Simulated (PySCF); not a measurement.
Work out the structure from these simulated measurements.

Elements present: C, H, O and Si. Monoisotopic mass: 146.0399 u.

| Property | Result |
| --- | --- |
| Polarisability | 93.2 au [CAM-B3LYP/def2-SVPD] |
| Dipole | 1.24 D [CAM-B3LYP/def2-SVPD] |
| Rotational structure | rotational constants A, B, C: 1.617, 1.105, 0.880 GHz [PBE0-D3(BJ)/def2-SVP] |
| Valence photoelectron | vertical ionisation energy: 10.13 eV [ΔSCF CAM-B3LYP/def2-SVPD] |
| 13C NMR | chemical shifts (computed TMS as zero) by class: 94.2 (1 C), 88.8 (1 C), 73.3 (1 C), 56.4 (1 C), 51.7 (1 C) ppm [GIAO KT3/pcSseg-1] |
| Triplet | lowest triplet excitation (Tamm–Dancoff): 4.90 eV [TDA CAM-B3LYP/def2-SVPD] |
| UV, first state | lowest singlet excitation: 5.96 eV (208 nm, f = 0.000) [TDDFT CAM-B3LYP/def2-SVPD] |
| NMR, other nuclei | isotropic shieldings of nuclei other than C and H, by class: 220 (1 O), 243 (1 O), 290 (1 O), 419 (1 Si) ppm [GIAO KT3/pcSseg-1] |
| 1H NMR | chemical shifts (computed TMS as zero) by class: 5.51 (1 H), 4.67 (1 H), 4.57 (1 H), 3.76 (3 H), 3.46 (3 H), 2.43 (1 H) ppm [GIAO KT3/pcSseg-1] |

The electronic properties come from PySCF, for the isolated species, density fitting. Levels stand in brackets. One conformer (not necessarily the lowest) at the PBE0-D3(BJ)/def2-SVP geometry, without solvent, vibrations or thermal averaging. NMR classes are plain means over equivalent atoms (diastereotopic ones count apart unless rotation or inversion swaps them), as if these changed places fast.

Question: Which formula fits the mass and the elements?

Answer: C5H10O3Si (calculated 146.0399). No other formula that holds each of these elements comes within 0.0003 u with a fitting electron parity and a possible valence count.

Question: Give a SMILES that accounts for the data.

Answer: Numbering: `[CH:1]#[C:2][Si@@H:3]([O:4][CH3:5])[O:6][CH2:7][O:8][CH3:9]`. Its formula, C5H10O3Si, gives 2 degrees of unsaturation: 0 rings and 2 π bonds in the structure found. 5 carbons fall into 5 classes; from least to most shielded: sp3 carbon bearing two oxygens [C7] (94.2 ppm), terminal alkyne carbon [C1] (88.8 ppm), alkyne carbon [C2] (73.3 ppm), methoxy carbon [C9] (56.4 ppm), methoxy carbon [C5] (51.7 ppm). Hydrogen classes from least to most shielded: 1 H on an sp3 carbon bearing two oxygens, C7 (5.51 ppm), 1 H on an sp3 carbon bearing two oxygens, C7 (4.67 ppm), 1 H on an oxygen-bound silicon, Si3 (4.57 ppm), 3 H on a methoxy carbon, C5 (3.76 ppm), 3 H on a methoxy carbon, C9 (3.46 ppm, a mean of values up to 1.4 ppm apart in this geometry), 1 H on a terminal alkyne carbon, C1 (2.43 ppm). The other shieldings belong to: 220 ppm, silyl ether oxygen [O6]; 243 ppm, ether oxygen [O8]; 290 ppm, silyl ether oxygen [O4]; 419 ppm, oxygen-bound silicon [Si3]. The first electron is taken from the HOMO, whose largest Löwdin shares are 0.48 on the ether oxygen, 0.09 on a methoxy carbon, 0.06 on a silyl ether oxygen and 0.05 on the sp3 carbon bearing two oxygens. The optimised geometry has point group C1 and is an asymmetric top. Structure: `C#C[Si@@H](OC)OCOC`. Computed isomers that give other values at the same levels: `CC(=O)O[Si@@H]1CCCO1` (static isotropic polarisability: 89.3 au); `COC(=O)[Si@@H]1CCCO1` (lowest singlet excitation: 4.93 eV (251 nm, f = 0.003)); `CC(=O)O[C@@H]1CO[SiH2]C1` (rotational constant A: 2.837 GHz; this holds for the one conformer computed). The assignments are read from this structure; whether some other isomer fits the data as well wasn't checked. The mirror image fits equally.

The values belong to the conformer `[CH:1]#[C:2][Si@@H:3]([O:4][CH3:5])[O:6][CH2:7][O:8][CH3:9]`: C2–Si3–O4–C5 -35°, C2–Si3–O6–C7 -39°, Si3–O6–C7–O8 -51°, O6–C7–O8–C9 -68°.
